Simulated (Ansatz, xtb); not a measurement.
Relaxing a trial structure of AlOPSb

The starting geometry of this gas-phase doublet was built from a drawn formula by distance geometry and a force field; its bonds are those of `[Sb]#[P]1[O][Al]1`.

| atom | x (Å) | y (Å) | z (Å) |
| --- | --- | --- | --- |
| Al | -3.8756 | -0.4441 | 4.9360 |
| O | -4.0848 | -2.1762 | 4.5413 |
| P | -4.3254 | -1.5636 | 2.9449 |
| Sb | -3.6511 | -1.6172 | 0.9717 |

Q: Where would you expect an optimisation with r2SCAN-D4/def2-SVP to take it?

A: A bond breaks, giving a structure given below by its coordinates. Distances that change by over a tenth: P3–Sb4 (2.09 → 2.38 Å). Contacts that open: Al1–P3 (2.33 → 3.37 Å).

The energy falls by 1.61 eV over 12 steps:

```csv
step,E − E(last) (eV)
1,1.606
2,0.893
3,0.614
5,0.415
6,0.363
7,0.233
8,0.121
10,0.002
11,0.000
12,0.000
```

Final geometry (Å):

```xyz
4

Al   -3.5464   -1.0420    5.6707
O    -4.1644   -1.2325    4.0652
P    -4.9160   -1.3495    2.6030
Sb   -3.3100   -2.1771    1.0551
```

From the same start GFN2-xTB reaches the same bonding as this run.

The end wasn't checked by frequencies. Open shells are spin-unrestricted. Atoms past krypton carry core potentials, without spin–orbit terms. Run with Ansatz 0.2.0, 90 s on 1 thread of Intel(R) Xeon(R) 6975P-C (Granite Rapids) (shared host).
